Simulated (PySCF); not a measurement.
Sb (antimony, neutral) across methods

[Kr] 4d10 5s2 5p2 6s1, 6s spin antiparallel (an excited configuration). Computed with PySCF 2.14 in aug-cc-pVQZ-PP with ECP28MDF, with a scalar-relativistic core potential. The B2PLYP total includes its PT2 part (frozen core); its orbital energies are those of the SCF part.

```csv
method,E (hartree),mean ε 5s β (eV),mean ε 5p α (eV),mean ε 6s β (eV),Σ⟨r²⟩ (bohr²),⟨S²⟩
B2PLYP,-239.7278,-17.093,-10.084,-2.318,91.67,1.754
PBE,-239.9977,-15.353,-8.084,-1.880,90.55,1.752
LC-wPBE,-240.0245,-19.038,-11.882,-3.185,91.90,1.755
LDA,-239.6256,-15.772,-8.123,-1.878,89.50,1.751
TPSSh,-239.9177,-15.632,-8.693,-2.008,92.08,1.752
UHF,-239.06368,-17.996,-11.967,-2.749,94.04,1.760
PBE0,-240.0076,-16.326,-9.229,-2.213,91.48,1.753
```

**Question.** Estimate the same row for r2SCAN.

**Answer.** E (hartree) = -240.0923; mean ε 5s β (eV) = -15.260; mean ε 5p α (eV) = -8.489; mean ε 6s β (eV) = -1.957; Σ⟨r²⟩ (bohr²) = 90.01; ⟨S²⟩ = 1.755.

Energies and moments cover only the electrons outside the core potential. The outer electron is Rydberg-like, and this basis confines it to a smaller radius and binds it less than a complete one would. With the s spin flipped the determinant is a mixture of two multiplicities, not a spectroscopic state.
